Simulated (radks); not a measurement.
Problem. Species: Ta XXXIV. Configuration: [Kr] 4d4 (the NIST ground configuration). All-electron calculation, scalar-relativistic Kohn-Sham, BLYP, spin-unpolarised, spherical densities, finite nucleus; Fermi nuclear charge, rms radius 5.3507 fm. Program: a radial shooting solver on a logarithmic mesh with Libxc functionals. Some entries of the table are withheld. Estimate them.

| orbital | occ. | eigenvalue (hartree) | r(max) (bohr) |
|---|---|---|---|
| 1s | 2 | (1) | 0.01168 |
| 2s | 2 | -473.6789 | 0.06686 |
| 2p | 6 | -421.1881 | (2) |
| 3s | 2 | -144.8383 | (3) |
| 3p | 6 | -129.1938 | 0.1858 |
| 3d | 10 | (4) | 0.1511 |
| 4s | 2 | -62.21249 | 0.4093 |
| 4p | 6 | -56.52416 | (5) |
| 4d | 4 | -49.57289 | (6) |

Solution. 
(1) 1s eigenvalue (hartree): -2523.396
(2) 2p r(max) (bohr): 0.05476
(3) 3s r(max) (bohr): 0.1881
(4) 3d eigenvalue (hartree): -111.1841
(5) 4p r(max) (bohr): 0.4222
(6) 4d r(max) (bohr): 0.4186
